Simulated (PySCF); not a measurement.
A GIAO shielding run with PySCF 2.14.0 with density-fitted response routines (density fitting, non-relativistic, gas phase) on SMILES C#C[Si@H](S)C(F)(F)F, C$_{3}$H$_{3}$F$_{3}$SSi:

```
$ OMP_NUM_THREADS=1 python probes_run.py task.json out

{"job": {"kind": "nmr", "xc": "PBE0", "basis": "pcSseg-1"}, "charge": 0, "multiplicity": 1}
C      2.664645    -0.628523     0.282289
C      1.610106    -0.252534    -0.159500
Si     0.000146     0.378325    -0.794947
S     -0.323794     2.444654    -0.339743
C     -1.314814    -0.642001     0.223425
F     -1.073707    -1.964211     0.194355
F     -2.568806    -0.477003    -0.241517
F     -1.353878    -0.293306     1.528185
H      3.582936    -0.969443     0.667247
H     -0.265350     0.138464    -2.201517
H     -0.952061     2.268248     0.815761
```

Hardware: 1 thread of an Arm Neoverse N1, shared host. The job also computes population analyses, field gradients.

Question: How large is the calculation?

Answer: 78 electrons, 165 basis functions and 904 auxiliary functions.

Question: How long does it take, and how much memory does it need?

Answer: 49 s of wall time, with 14 SCF cycles and 5 response iterations; peak memory 0.74 GiB. Times on a shared host scatter by some tens of per cent.
